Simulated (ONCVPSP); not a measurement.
Building the ONCV potential for technetium (LDA (Perdew-Wang 92), scalar-relativistic).

```json
{
 "Element": "Tc",
 "Generator": "ONCVPSP 4.0.1",
 "Type": "optimised norm-conserving Vanderbilt (ONCV)",
 "Functional": "LDA (Perdew-Wang 92)",
 "Relativity": "scalar-relativistic",
 "Frozen core": "[Ar] 3d10",
 "Valence charge": "15",
 "Reference configuration": "4s2 4p6 4d5 5s2",
 "Partial waves": "4s+5s: rc 1.55 bohr, ncon 3, nbas 6, qcut 7.2 1/bohr, 2 projectors; 4p: rc 1.55 bohr, ncon 3, nbas 6, qcut 9.6 1/bohr, 2 projectors, debl 1.3 Ha; 4d: rc 2.25 bohr, ncon 3, nbas 7, qcut 7.7 1/bohr, 2 projectors, debl 0.6 Ha",
 "Local potential": "polynomial inside 1.15 bohr (lpopt 5, dvloc0 0 Ha)",
 "Core correction": "Teter function, fcfact 5.75, rcfact 1.1"
}
```

In the p channel the program set the typed energies aside and used -1.668, 0.250 Ha.

All-electron outer shells of the reference configuration (LDA (PZ), scalar-relativistic, ld1.x):

```
shell  level (eV)  outermost node (bohr)  outermost maximum (bohr)
   3d     -250.19                      –                      0.31
   4s      -73.39                   0.50                      0.95
   4p      -45.40                   0.51                      1.03
   4d       -6.81                   0.50                      1.27
   5s       -5.27                   1.28                      2.72
```

Results:

| Property | Result |
| --- | --- |
| Cutoffs needed | 29 Ha and 35 Ha (the cutoffs (Ha) at which the residual kinetic energy of the hardest occupied pseudo-wave falls to 1 and 0.1 mHa per electron) |
| Ghost test | no bound ghost flagged; GHOST(+) flagged for s at 177.9 eV |
| Largest excitation error | -5.2 meV (all-electron minus pseudo) for 4s2 4p6 4d5 5s0, out of 4 test configurations |
| rms error of d²Exc/dni dnj | 3.59 mHa without and 1.30 mHa with the model core |

Generation and tests took about 5.1 s on one core of a shared server CPU.
